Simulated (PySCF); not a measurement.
A species of formula C6H13ClSSi has this rotational fingerprint, computed with PBE0/pcSseg-1 in PySCF (dipole) on a GFN2-xTB geometry, gas phase:

| Property | Result |
| --- | --- |
| Rotational constants | A = 1573, B = 624.6, C = 497.2 MHz |
| Dipole components | \|μa\| = 0.10 D, \|μb\| = 0.40 D, \|μc\| = 1.33 D |
| Inertial defect | -113.98 u·Å² |
| κ | -0.76 |

Question: Which candidate fits, each taken in the one conformer that was computed?
A. `[CH2:1]=[C:2]([CH3:3])[Si@@H:4]([Cl:5])[S:6][CH2:7][CH2:8][CH3:9]` with C1–C2–Si4–Cl5 -125°, C2–Si4–S6–C7 161°, Si4–S6–C7–C8 67°, S6–C7–C8–C9 60°
B. `[CH3:1][CH2:2][Si@@H:3]([Cl:4])[S:5][CH2:6][CH:7]1[CH2:8][CH2:9]1` with C1–C2–Si3–Cl4 61°, C2–Si3–S5–C6 -161°, Si3–S5–C6–C7 -76°, S5–C6–C7–C8 163°

Answer: A. It is C=C(C)[Si@@H](Cl)SCCC, an asymmetric top, point group C1. The candidates at the same level (rigid rotor, commonest isotopes):

```
               SMILES  A (MHz)  B (MHz)  C (MHz)  μa (D)  μb (D)  μc (D)  Δ (u·Å²)  point group           rotor
C=C(C)[Si@@H](Cl)SCCC     1573    624.6    497.2    0.10    0.40    1.33   -113.98           C1  asymmetric top
 CC[Si@@H](Cl)SCC1CC1     1666    568.2    493.7    0.12    0.13    0.84   -169.10           C1  asymmetric top
```

`CC[Si@@H](Cl)SCC1CC1` has B 9 % too low. No structure here is proved a minimum.
